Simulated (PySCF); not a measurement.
Structure from 2D NMR

Compound of formula C5H6O4Si. Correlations simulated from computed shifts and the bond graph:

HSQC (one-bond C–H):
| δH | δC |
| --- | --- |
| 9.90 | 185.2 |
| 8.11 | 164.3 |
| 5.65 | 61.3 |

COSY cross peaks (H two or three bonds apart, from the bond graph; peaks can be absent where the dihedral angle is near 90°):
| δH | δH |
| --- | --- |
| 5.65 | 4.00 |

HMBC (two and three bonds, from the bond graph):
| δH | δC |
| --- | --- |
| 9.90 | 206.6, 61.3, 58.4 |
| 8.11 | 61.3 |
| 5.65 | 206.6, 185.2, 164.3, 58.4 |
| 4.00 | 61.3, 58.4 |

Carbons without hydrogens: δ 206.6, 58.4.

Method: GIAO PBE0/pcSseg-1 shieldings, GFN2-xTB geometry, in PySCF 2.14 (single conformer, one averaged value for each set of equivalent atoms, no relativistic terms, no solvent model).

Shifts are taken against calculated references (same method and geometry level): $^{1}$H (31.72 ppm) and $^{13}$C (186.93 ppm) vs TMS.

Exchangeable hydrogens are left out of these lists.

**Question.** Which molecule is this?

**Answer.** SMILES O=C=C(C=O)[C@@H]([SiH3])OC=O.

Atoms are numbered as in `[O:1]=[C:2]=[C:3]([CH:4]=[O:5])[C@@H:6]([SiH3:7])[O:8][CH:9]=[O:10]`; H(Xn) means a hydrogen on atom n.

1. δC 206.6 is C2, a central carbon of a ketene.
2. δC 185.2 is C4, an aldehyde carbonyl carbon (δH 9.90).
3. δC 164.3 is C9, an ester carbonyl carbon (δH 8.11).
4. δC 61.3 is C6, an allylic sp3 CH bonded to O and Si (δH 5.65).
5. δC 58.4 is C3, a terminal carbon of a ketene.
6. HMBC from δH 9.90 reaches the proton-free carbons C2, C3.
7. HMBC from δH 5.65 reaches the proton-free carbons C2, C3.
8. HMBC from δH 4.00 reaches the proton-free carbon C3.
9. COSY links 5.65–4.00.

The data come from this structure; uniqueness wasn't tested.

Shifts are as computed. Against solution values, carbons near 30 ppm lie about +3 ppm off and those near 130 ppm about +5 ppm. Of 1211 compounds with measured shifts, 218 miss one by over three times the rms of a fit or turn the order of signals round; such compounds aren't used in these exercises.
